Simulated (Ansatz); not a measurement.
Relaxation of ClF6HMo (9 atoms, charge 0, multiplicity 1), to a largest force component of 0.03 eV/Å in at most 50 steps.

Computed with RKS PBE/def2-SVP in Ansatz.

```xyz
9
Properties=species:S:1:pos:R:3
Mo -0.103 -0.101 -0.009
Cl -0.135 -0.123 2.300
F 1.720 -0.317 -0.095
F -0.347 1.718 -0.105
F -1.952 -0.225 -0.050
F -0.200 -1.951 -0.045
F -0.088 -0.093 -1.862
F 1.822 1.858 1.159
H 1.653 1.702 2.059
```

Question: Where does it end, and by what steps?

Answer: It converged. After 9 steps the energy has fallen by 0.169 eV; F8 moved furthest, 0.54 Å.

| step | energy less start (eV) | largest force component (eV/Å) | accepted |
| --- | --- | --- | --- |
| 0 | 0.0000 | 0.402 | yes |
| 1 | -0.0910 | 0.558 | yes |
| 2 | -0.1069 | 1.436 | yes |
| 3 | -0.0889 | 1.109 | no |
| 4 | -0.1454 | 0.690 | yes |
| 5 | -0.1618 | 0.227 | yes |
| 6 | -0.1664 | 0.077 | yes |
| 7 | -0.1666 | 0.070 | yes |
| 8 | -0.1685 | 0.101 | yes |
| 9 | -0.1690 | 0.004 | yes |

```xyz
9
Properties=species:S:1:pos:R:3
Mo -0.189 -0.186 -0.105
Cl -0.083 -0.066 2.203
F 1.646 -0.206 -0.221
F -0.241 1.648 -0.233
F -2.034 -0.223 -0.036
F -0.195 -2.031 -0.028
F -0.277 -0.286 -1.948
F 2.093 2.153 1.528
H 1.650 1.666 2.193
```

Whether the end is a true minimum wasn't checked by a vibrational analysis.

Run time: 34 s on 4 threads of AMD EPYC 7R43 64-Core Processor (Zen 3) (shared host), peak memory 0.22 GiB.
